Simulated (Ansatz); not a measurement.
Isolated molecules relaxed with PBE0-D4/def2-TZVP in Ansatz; ΔE leaves out vibrations. CCSD(T)/CBS is the MP2 limit (def2-TZVPP, def2-QZVPP) plus CCSD(T) − MP2 in def2-TZVPP, frozen cores. Functionals use def2-TZVPP. B3LYP here is the variant with VWN-RPA as its local correlation; programs differ in this. For Ge outer-core shells are correlated without core-valence functions, which leaves a few kJ/mol of doubt a bond. Scalar relativity is left out up to krypton. One conformer a species, not always the lowest.

`O=[CH][GeH2][SiH3]` + `O[SiH2]F` → `O=CO[SiH2]F` + `[SiH3][GeH3]`  (substitution at a C–Ge bond)

(1) Is it downhill or uphill in electronic energy at CCSD(T)/CBS, and by how much? (An estimate is asked.)

(2) What do these levels give: B3LYP-D4, ωB97X-V, PBE0, B3LYP, SCS-MP2/def2-TZVPP, SCS-MP2/def2-QZVPP? (Best estimate.)

Largest T1 diagnostic among the species: 0.015.

Results:

(1) Computed: Downhill: ΔE = -39.0 kJ/mol.

(2) Computed: B3LYP-D4 -44.4, ωB97X-V -50.8, PBE0 -46.9, B3LYP -43.8, SCS-MP2/def2-TZVPP -42.6, SCS-MP2/def2-QZVPP -40.3 kJ/mol.

From PBE to PBE0 (25 % exact exchange), in def2-TZVPP and without D4, ΔE moves by −4.4 kJ/mol. In def2-TZVPP, CCSD(T) changes the Hartree–Fock value by +15.2 kJ/mol (the triples alone add +0.5 kJ/mol) and MP2 by +15.8 kJ/mol.
